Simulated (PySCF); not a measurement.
## Calculated NMR data

Theory: shielding tensors at PBE0/pcSseg-1 (GIAO), geometry from GFN2-xTB, in PySCF (rapidly exchanging positions averaged, no solvent, relativity neglected, one conformer).

Referencing at the same level of theory: 1H (σ = 31.72 ppm), 13C (σ = 186.93 ppm) vs TMS. Where no couplings were computed, multiplicities follow the n + 1 count of equivalent neighbours, and m marks all less simple cases (inequivalent or close neighbours, rings, F or P nearby). Shifts are as computed. Against solution values, carbons near 30 ppm lie about +3 ppm off and those near 130 ppm about +5 ppm. Of 1309 compounds with measured shifts, 239 miss one by over three times the rms of a fit or turn the order of signals round; such compounds aren't used in these exercises. OH and NH positions are gas-phase values without hydrogen bonding to other molecules.

**1.** SMILES C1=C([SiH2]N)OC([SiH2]OC)=C1, C$_{5}$H$_{11}$NO$_{2}$Si$_{2}$. 1H NMR (400 MHz, computed): δ 7.33 (m, 1H), 7.23 (m, 1H), 5.38 (s, 2H), 5.36 (s, 2H), 4.05 (s, 3H), 0.16 (br s, 2H). 13C{1H} NMR (computed): δ 165.1 (C), 162.8 (C), 127.9 (CH), 127.5 (CH), 54.6 (CH3).

**2.** `C[Si@H]1[Si@@H](Cl)[Si@H](O)[Si@@H]1Cl`, CH$_{8}$Cl$_{2}$OSi$_{4}$. 1H NMR (400 MHz, computed): δ 6.57 (m, 1H), 6.35 (m, 1H), 5.98 (m, 1H), 4.99 (m, 1H), 0.73 (br s, 1H), 0.47 (d, 3H). 13C{1H} NMR (computed): δ -7.9.
